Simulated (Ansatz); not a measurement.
Start from `C#[C][Ti]([F])([F])[Cl]` and change one atom or group to get `[F][Ti]([F])([Cl])[SeH]`.

Ansatz, PBE0-D4/def2-TZVP geometries, multiplicity 1. Each molecule was computed in one conformer, which needn't be the lowest.

Scalar relativity is left out up to krypton.

```json
{"property": "size of the dipole moment (B3LYP/def2-TZVPP) / D", "`C#[C][Ti]([F])([F])[Cl]`": "1.77"}
{"property": "zero-point energy (PBE0-D4/def2-TZVP) / kJ/mol", "`C#[C][Ti]([F])([F])[Cl]`": "64.7"}
{"property": "HOMO–LUMO gap (B3LYP/def2-TZVPP) / eV", "`C#[C][Ti]([F])([F])[Cl]`": "4.85"}
{"property": "LUMO energy (PBE/def2-TZVPP) / eV", "`C#[C][Ti]([F])([F])[Cl]`": "-4.34"}
{"property": "HOMO energy (PBE0/def2-TZVPP) / eV", "`C#[C][Ti]([F])([F])[Cl]`": "-8.88"}
{"property": "size of the dipole moment (PBE/def2-TZVPP) / D", "`C#[C][Ti]([F])([F])[Cl]`": "1.65"}
```

What does the change do to each property? (Best estimate.)

Computed: 
```json
{"property": "size of the dipole moment (B3LYP/def2-TZVPP) / D", "`[F][Ti]([F])([Cl])[SeH]`": "1.06", "shift": "-0.71"}
{"property": "zero-point energy (PBE0-D4/def2-TZVP) / kJ/mol", "`[F][Ti]([F])([Cl])[SeH]`": "36.9", "shift": "-27.8"}
{"property": "HOMO–LUMO gap (B3LYP/def2-TZVPP) / eV", "`[F][Ti]([F])([Cl])[SeH]`": "4.16", "shift": "-0.69"}
{"property": "LUMO energy (PBE/def2-TZVPP) / eV", "`[F][Ti]([F])([Cl])[SeH]`": "-4.19", "shift": "0.15"}
{"property": "HOMO energy (PBE0/def2-TZVPP) / eV", "`[F][Ti]([F])([Cl])[SeH]`": "-7.92", "shift": "0.96"}
{"property": "size of the dipole moment (PBE/def2-TZVPP) / D", "`[F][Ti]([F])([Cl])[SeH]`": "0.97", "shift": "-0.68"}
```

With PBE0 the HOMO rises by 0.96 eV and the LUMO rises by 0.24 eV, so the gap narrows by about 0.72 eV. PBE moves the HOMO by 0.88 eV and ωB97M-V by 1.08 eV. The zero-point energy changes by -27.8 kJ/mol with -3 modes. Dipoles are sizes alone; their direction can turn.

B3LYP here is the variant with VWN-RPA as its local correlation; programs differ in this.

Spin–orbit coupling is left out; it splits and shifts lone-pair levels of the heavy atoms by tenths of an eV.
